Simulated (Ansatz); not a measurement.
Sn₂₆H₃₀, a nanocrystal cut from cubic tin, 56 atoms. Hardware: 11 threads of AMD EPYC 7R13 on a shared host and a whole NVIDIA H100 80GB HBM3.

In the def2 sets Sn takes a core potential; there is no spin–orbit coupling. Correlated methods freeze 104 core orbitals; core or outer-core shells of Sn are correlated, in sets that lack core-valence functions. Single mean-field runs in def2-SVP, def2-TZVP are fitted with def2-universal-jkfit.

How many basis functions does each of these Ansatz runs have, and roughly what does it cost? PBE0-D4/def2-SVP, charge 0 triplet at the geometry of the charge 0 singlet, energy; LDA (SPW92)/def2-SVP, charge -1 doublet at the geometry of the charge 0 singlet, energy, from earlier orbitals; PBE-D4/def2-SVP, charge 0 triplet at the geometry of the charge 0 singlet, energy, from earlier orbitals; PBE0-D4/def2-TZVP, charge 0 singlet, energy, from earlier orbitals; PBE-D4/def2-SVP, charge 0 singlet, energy and forces, from earlier orbitals; PBE0-D4/def2-SVP, charge 1 doublet at the geometry of the charge 0 singlet, energy; PBE0-D4/def2-SVP, charge 0 singlet, energy and forces, from earlier orbitals; PBE-D4/def2-SVP, charge 0 singlet, relaxation, 7 steps; PBE0-D4/def2-SVP, charge -1 doublet at the geometry of the charge 0 singlet, energy; LDA (SPW92)/def2-SVP, charge 0 singlet, energy, from earlier orbitals; r2SCAN-D4/def2-SVP, charge 0 singlet, energy, from earlier orbitals; MP2/def2-SVP, charge 0 singlet, energy, from earlier orbitals.

Other jobs shared the machine, so times can vary by a factor of up to 3.

```
                                                                                                           run  functions  fitting or Cholesky vectors  wall time  peak host memory (GiB)
                                         LDA (SPW92)/def2-SVP, charge 0 singlet, energy, from earlier orbitals        826                         6208      5.5 s                     1.6
                                   PBE-D4/def2-SVP, charge 0 singlet, energy and forces, from earlier orbitals        826                         6208      7.5 s                     1.7
                                           r2SCAN-D4/def2-SVP, charge 0 singlet, energy, from earlier orbitals        826                         6208        8 s                     1.6
LDA (SPW92)/def2-SVP, charge -1 doublet at the geometry of the charge 0 singlet, energy, from earlier orbitals        826                         6208       11 s                     1.5
                                  PBE0-D4/def2-SVP, charge 0 singlet, energy and forces, from earlier orbitals        826                         6208       14 s                     7.5
                                            PBE0-D4/def2-TZVP, charge 0 singlet, energy, from earlier orbitals       1480                         6208       17 s                     1.8
                                                 MP2/def2-SVP, charge 0 singlet, energy, from earlier orbitals        826                        10422       18 s                     2.6
      PBE-D4/def2-SVP, charge 0 triplet at the geometry of the charge 0 singlet, energy, from earlier orbitals        826                         6208       30 s                     1.7
                            PBE0-D4/def2-SVP, charge 1 doublet at the geometry of the charge 0 singlet, energy        826                         6208       34 s                     1.7
                                                        PBE-D4/def2-SVP, charge 0 singlet, relaxation, 7 steps        826                         6208       39 s                     1.7
                           PBE0-D4/def2-SVP, charge -1 doublet at the geometry of the charge 0 singlet, energy        826                         6208       48 s                     1.7
                            PBE0-D4/def2-SVP, charge 0 triplet at the geometry of the charge 0 singlet, energy        826                         6208       67 s                     1.7
```
